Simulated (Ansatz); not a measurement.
Stretching the C3–H4 bond in CH5BSe (SMILES CB[SeH]) (multiplicity 1 held, fragments rigid). Energies count from the point at 1.096 Å.
Geometry at that point (charge 0, multiplicity 1):
```
atom    x (Å)    y (Å)    z (Å)
----  -------  -------  -------
B     -0.1528  -0.5534   1.0626
H     -1.1320  -0.5894   1.7355
C      1.1691  -1.2645   1.4816
H      0.9786  -2.3331   1.6320
H      1.4936  -0.8885   2.4585
H      2.0000  -1.1608   0.7826
Se    -0.2340   0.4253  -0.5976
H     -1.6347   0.8649  -0.4932
```

Signs of static correlation in cc-pVTZ, with CASSCF(2,2), from Ansatz (an electronic-structure program) runs.

```csv
R (Å),T1 of restricted CCSD,largest double amplitude of restricted CCSD,weight of the CASSCF reference in MRCISD,CASSCF natural occupations
0.877,0.014,0.044,0.872,1.99 0.01
0.986,0.014,0.044,0.872,1.99 0.01
1.096,0.014,0.044,0.871,1.98 0.02
1.205,0.014,0.044,0.871,1.98 0.02
1.315,0.014,0.043,0.871,1.96 0.04
1.479,0.015,0.039,0.871,1.94 0.06
1.644,0.016,0.046,0.870,1.91 0.09
1.918,0.020,?,0.870,1.83 0.17
2.192,?,0.199,0.871,1.71 0.29
2.521,0.036,0.361,0.871,1.53 0.47
2.959,0.049,0.538,0.871,1.32 0.68
3.507,0.062,0.703,0.871,1.15 0.85
```

Problem. Fill in the missing entries.

Solution. 
- 1.918, largest double amplitude of restricted CCSD: 0.097
- 2.192, T1 of restricted CCSD: 0.026

Doubts at one or more of the structures used: a restricted determinant that unrestricted orbitals would lower (R-CCSD(T)/cc-pVTZ); other coupled-cluster roots lie near (R-CCSD(T)/cc-pVTZ); T1 above 0.05 (R-CCSD(T)/cc-pVTZ, U-CCSD(T)/cc-pVTZ); a spin-contaminated determinant (U-CCSD(T)/cc-pVTZ).
